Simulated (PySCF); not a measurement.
# Ionisation energy of K by level of theory

K [Ar] 4s1 (2S) → K⁺ [Ar] (1S), as a difference of total energies. Computed with PySCF 2.14 in aug-cc-pVTZ-X2C (7s6p4d2f, 59 functions), with scalar relativity by spin-free X2C-1e. The calculations carry no spin-orbit coupling.

```tsv
method	ionisation energy (eV)
UHF	4.023
LDA	4.526
PBE0	4.386
r2SCAN	4.256
B97-3	4.184
BLYP	4.434
TPSSh	4.253
```

Estimate what M06 gives.

4.008 eV, closest to UHF among the rows shown.

Estimate what PBE gives.

4.454 eV, closest to BLYP among the rows shown.

For comparison: 4.341 eV (measured; NIST Atomic Spectra Database, ionization energies).
